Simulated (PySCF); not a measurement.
Breaking a bond: Cu₂, singlet.

Method: CCSD(T) on UHF/def2-SVP, 10 core orbitals frozen (PySCF 2.14.0).

Q: Relative to R = 2.28 Å, what are the energies at R = 1.93, 4.56, 6.23, 6.84 Å?

A: 28.1 mEh at 1.93 Å, 69.2 mEh at 4.56 Å, 70.9 mEh at 6.23 Å, 71.0 mEh at 6.84 Å.

The unrestricted determinant behind UCCSD(T) is spin-contaminated at 2.44 to 9.17 Å (<S²> up to 1.0, against 0.00 for a pure singlet).
